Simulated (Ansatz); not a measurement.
Input for Ansatz (a first-principles code): R-wB97M-V/def2-TZVPP on C4O4Os (SMILES [O+]#[C-]->[Os](<-[C-]#[O+])(<-[C-]#[O+])<-[C-]#[O+]), 2S+1 = 1, a spin state set in the input, which need not be the lowest. Elements past Kr take the def2 small-core potentials; no spin–orbit coupling.

Ansatz 0.2 input:
```yaml
crystal:
  periodic: [false, false, false]
  atoms:
    - {symbol: Os, position_ang: [-0.00991036, -0.01475395, -0.02640871]}
    - {symbol: O, position_ang: [1.10258248, 1.87672932, -2.18429634]}
    - {symbol: C, position_ang: [0.57486810, 1.19799846, -1.43288699]}
    - {symbol: O, position_ang: [0.88398623, -1.77999003, 2.33087381]}
    - {symbol: C, position_ang: [0.43381184, -1.16276941, 1.48225675]}
    - {symbol: O, position_ang: [-0.69715443, -2.32972791, -1.93386582]}
    - {symbol: C, position_ang: [-0.31950976, -1.50115882, -1.24484963]}
    - {symbol: O, position_ang: [-1.33941253, 2.17332223, 1.68081210]}
    - {symbol: C, position_ang: [-0.73430310, 1.40657147, 1.08935676]}
basis:
  gaussian:
    orbitals: def2-TZVPP
hamiltonian:
  xc: {name: wB97M-V}
```

The head of its log:

```
WARN ansatz: RAYON_NUM_THREADS=4 ignored (pool sized by the plan → 4); use --threads N
Functional definition: wB97M-V
integrals: 0.42 GiB planned
1703 factors; their error is unknown
integrals: 0.45 GiB planned
332 factors; integrals over basis functions are off by at most 5.4e-6 eV
mean field: 3.40 GiB planned
mean field evaluation 1: about -14798.7749 eV, gradient 6.5e1 eV
mean field evaluation 2: about -14793.1560 eV, gradient 9.2e1 eV
```

Q: Give the final energy of this run.

A: -544.1047 hartree.
